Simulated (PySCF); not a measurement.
Delta-SCF ions had no search for a lower state. 

## H$_{3}$OSi, SMILES `[O-][SiH3]` (charge -1, multiplicity 1)

Calculation: CAM-B3LYP-D3(BJ)/def2-TZVPD (PySCF).

The HOMO is -2.70 eV and the vertical detachment energy (Delta-SCF) comes out as 3.57 eV. The total energy is -366.6063 Ha and the cost is about 22 core-seconds (a rough figure).

Bond lengths (Å): O1–Si2 1.561, Si2–H3 1.522, Si2–H4 1.522, Si2–H5 1.522. Angles (°): O1–Si2–H3 116.8, O1–Si2–H4 116.8, O1–Si2–H5 116.8, H3–Si2–H4 101.3, H3–Si2–H5 101.3, H4–Si2–H5 101.3.
Charge -1, spin multiplicity 1.
